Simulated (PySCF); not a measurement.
C2H7Cl2NSi, SMILES Cl[SiH]([C@H](C)N)Cl. Atoms are numbered in the order given.

```xyz
13

C     -2.1299     0.8062     1.2967
C     -1.3246     0.7523    -0.0138
N     -1.8047    -0.1802    -1.0301
Si     0.5010     0.3482     0.3120
Cl     1.6636     0.6532    -1.3745
Cl     0.5819    -1.6666     0.8576
H     -3.1910     1.0601     1.0874
H     -2.1130    -0.1778     1.8108
H     -1.7361     1.5662     2.0044
H     -1.2984     1.7712    -0.4668
H     -2.7765     0.0371    -1.2876
H     -1.8095    -1.1364    -0.6496
H      1.0967     1.1431     1.4334
```

Coordinates come from a PBE-D3(BJ)/def2-SVP optimisation. The structure was generated by enumeration; whether it is a known compound was not checked. The values are those of a single conformer.

These are TDDFT-LC-ωPBE/def2-SVPD run with PySCF 2.14.0 values and carry that method's errors.

Vertical excitations. 

Computed lowest excited states:
```csv
state,energy (eV),λ (nm),f,main pairs
S1,7.04,176,0.019,"HOMO→LUMO 60 %, HOMO→LUMO+3 11 %"
S2,7.66,162,0.021,"HOMO→LUMO+1 50 %, HOMO−1→LUMO 13 %, HOMO−1→LUMO+1 11 %"
S3,7.76,160,0.005,"HOMO→LUMO+2 42 %, HOMO−1→LUMO+2 16 %, HOMO−1→LUMO 8 %"
S4,8.14,152,0.016,"HOMO−1→LUMO+1 24 %, HOMO→LUMO+1 17 %, HOMO−1→LUMO 16 %"
S5,8.34,149,0.004,"HOMO→LUMO+2 15 %, HOMO−2→LUMO 14 %, HOMO−2→LUMO+1 11 %, HOMO−1→LUMO+2 10 %"
S6,8.40,148,0.038,"HOMO→LUMO+6 25 %, HOMO−2→LUMO 13 %, HOMO−2→LUMO+1 11 %, HOMO→LUMO+2 10 %"
S7,8.45,147,0.006,"HOMO→LUMO+6 21 %, HOMO−1→LUMO+2 9 %, HOMO−2→LUMO 9 %, HOMO−2→LUMO+1 7 %"
S8,8.66,143,0.020,"HOMO−4→LUMO 25 %, HOMO−4→LUMO+1 19 %, HOMO−3→LUMO 8 %, HOMO−1→LUMO+2 7 %"
S9,8.71,142,0.017,"HOMO−3→LUMO+1 15 %, HOMO−3→LUMO 12 %, HOMO−2→LUMO+2 12 %, HOMO−1→LUMO+1 8 %"
S10,8.78,141,0.054,"HOMO→LUMO+4 27 %, HOMO−1→LUMO+2 9 %, HOMO→LUMO+12 8 %, HOMO→LUMO 7 %"
T1,6.66,186,0,"HOMO→LUMO 53 %, HOMO→LUMO+3 10 %, HOMO→LUMO+4 9 %"
T2,7.29,170,0,"HOMO→LUMO+1 29 %, HOMO−1→LUMO 22 %, HOMO−1→LUMO+1 18 %"
T3,7.35,169,0,"HOMO→LUMO+2 27 %, HOMO−1→LUMO+2 23 %, HOMO−1→LUMO 7 %"
T4,7.71,161,0,"HOMO−2→LUMO+1 23 %, HOMO−2→LUMO 19 %, HOMO→LUMO+1 7 %, HOMO−1→LUMO+1 6 %"
```
Triplets are in the Tamm–Dancoff approximation, which puts them higher than full response would, so one can lie above its singlet here.
